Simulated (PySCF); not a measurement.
## SeBr2: from structure and modes to constants

These are results of PBE0 in PySCF with Se def2-TZVP, Br def2-TZVP; no relativity; density-fitted integrals, not measurements.

The singlet minimum has C2v symmetry. Masses (u): Se 79.91652, Br 78.91834.

```xyz
3
charge 0 multiplicity 1, angstrom
Se    0.0000    0.0000   -0.9566
Br    1.7987    0.0000    0.4843
Br   -1.7987    0.0000    0.4843
```

Harmonic wavenumbers (cm⁻¹): 104.8 (a1, ×1), 305.0 (b2, ×1), 309.8 (a1, ×1).

(1) Find the principal moments of inertia and the rotational constants. What kind of rotor is it?

(2) What is the harmonic zero-point energy?

(3) Find the vibrational entropy and heat capacity at 298.15 K.

(4) Give the standard entropy (298.15 K, 1 bar) by its translational, rotational, vibrational and spin parts, and Cp.

## Answers

(1) About the centre of mass I = 110.15, 510.65, 620.8 u Å². With B = 16.8576/I this gives 0.153, 0.03301, 0.02715 cm⁻¹. The molecule is an asymmetric top with κ = -0.91.

(2) Half the sum of all 3 wavenumbers, 720/2 = 360 cm⁻¹, which is 4.3 kJ/mol (1 cm⁻¹ = 0.0119627 kJ/mol).

(3) With u = 1.43878 ω/T, each mode gives S = R[u/(eᵘ−1) − ln(1−e⁻ᵘ)] and C = R u² eᵘ/(eᵘ−1)².
```csv
ω (cm⁻¹),u,S (J/(mol K)),C (J/(mol K))
104.8,0.506,14.07,8.14
305.0,1.472,5.81,6.96
309.8,1.495,5.71,6.93
```
The sums over all modes are S = 25.6 and C = 22.0 J/(mol K); the softest mode gives 55 % of the entropy.

(4) Sackur–Tetrode with M = 237.75 u gives 177.1; rotation with symmetry number 2 gives 115.0; vibration 25.6; spin R ln 1 = 0.0. The total is 317.6 J/(mol K), and Cp = 4 R + 22.0 = 55.3 J/(mol K).
